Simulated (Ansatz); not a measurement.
Reaction (SMILES): [GaH] (GaH) (closed-shell singlet) → Ga atom + H atom
B3LYP-D3(BJ)/def2-TZVP geometries, fixed; electronic energies without zero-point terms.

Basis-set convergence of the atomisation energy at B3LYP with Ansatz (a program for electronic structure). Cartesian d functions, on some or all atoms, in 3-21G, 6-31G, 6-31G**; all else is spherical. The program fits the integrals of some runs and decomposes those of others, by size. Open shells are unrestricted. No added dispersion term, no relativity. Functions are those of the species that has most. Reference: the value in aug-cc-pV5Z, 68.73 kcal/mol, itself unsure by roughly 0.08 kcal/mol (its mean distance from pcseg-4, aug-pcseg-3, aug-cc-pVQZ). Deviations are taken from unrounded values.

| basis | functions | atomisation energy (kcal/mol) | minus reference (kcal/mol) |
|---|---|---|---|
| pcseg-0 | 24 | 67.79 | -0.94 |
| 3-21G | 25 | 71.54 | 2.81 |
| 6-31G | 31 | 67.64 | -1.09 |
| pcseg-1 | 32 | 68.33 | -0.40 |
| def2-SV(P) | 34 | 67.90 | -0.83 |
| 6-31G** | 40 | 67.76 | -0.97 |
| aug-cc-pVDZ | 45 | 67.60 | -1.13 |
| aug-pcseg-1 | 45 | 68.15 | -0.58 |
| def2-SVPD | 46 | 68.81 | 0.08 |
| 6-311G** | 50 | 68.52 | -0.21 |
| def2-TZVP | 54 | 68.82 | 0.09 |
| def2-TZVPD | 63 | 68.90 | 0.17 |
| def2-TZVPPD | 71 | 68.99 | 0.26 |
| aug-cc-pVTZ | 82 | 68.66 | -0.07 |
| cc-pVQZ | 98 | 68.71 | -0.02 |
| def2-QZVPP | 119 | 68.73 | 0.00 |
| def2-QZVPPD | 128 | 68.75 | 0.02 |
| cc-pV5Z | 159 | 68.69 | -0.04 |
